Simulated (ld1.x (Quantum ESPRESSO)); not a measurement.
Results of a calculation; reference values are marked as such.
## Pseudopotentials across the periodic table

Generated with ld1.x 7.5 (TM, RRKJ, ultrasoft, PAW), atompaw 4.2 or ONCVPSP 4.0.1. The cutoff is in Ry: for ld1.x and atompaw files where the sum of valence levels is converged to 10 mRy in a Bessel basis, for ONCV files where the hardest occupied wave has 1 mHa per electron of residual kinetic energy. The error is the largest all-electron minus pseudo excitation energy over each file’s own four to seven test configurations (ionisations up to +4, promotions, holes and added fractions of an electron), all of which were solved. The labels leave out finer settings (local radius, basis sizes, second energies), which also bear on the numbers. Spin-polarised tests are not counted. The rows are a selection from randomly drawn settings: files with unsolved tests, undetermined cutoffs or missed reference levels are left out.

A true bound ghost makes a file unfit for plane-wave use even where its test errors are small: the radial tests pick states by their node count and pass the ghost by.

| element | potential | cutoff (Ry) | largest error (meV) | bound ghosts |
| --- | --- | --- | --- | --- |
| Be | ultrasoft, LDA (PZ), scalar-relativistic, rc 1.95/4.75 (sp), local smoothed, core correction no, reference 2s2 2p0 | 6 | +17 | none |
| Si | ultrasoft, PBE, scalar-relativistic, rc 2.00/2.30/1.75 (spd), local smoothed, core correction no, reference 3s2 3p0 | 6 | +38 | none |
| Tc | RRKJ, PBE, fully relativistic, rc 2.25/2.35/2.00 (spd), local s, core correction yes, reference 4d5 5s0 5p0 | 35 | -192 | none |
| In | TM, PBE, scalar-relativistic, rc 2.26/2.58 (sp), local smoothed, core correction no, reference 5s2 5p0.5 | 10 | +147 | none |
| Pt | TM, PBEsol, scalar-relativistic, rc 1.90/1.25/1.35 (spd), local s, core correction yes, reference 5p6 5d8 6s0 6p0 | 120 | -538 | none |

Question: Fill in the row for Pb: PAW, LDA (PZ), scalar-relativistic, rc 1.95/2.70/2.35 (spd), local smoothed, core correction yes, reference 5d10 6s2 6p2.

Answer: cutoff 21 Ry, largest error -25 meV, bound ghosts: s, p.

Question: Fill in the row for In: TM, PBE, scalar-relativistic, rc 1.50/2.25/1.85 (spd), local smoothed, core correction yes, reference 5s1 5p0.

Answer: cutoff 35 Ry, largest error -183 meV, bound ghosts: s, d, p.

Question: Fill in the row for Mn: TM semilocal, LDA (PZ), scalar-relativistic, rc 2.30/2.95/1.50 (spd), local p, core correction no, reference 3d5 4s2 4p0.

Answer: cutoff 100 Ry, largest error -319 meV, bound ghosts: none.
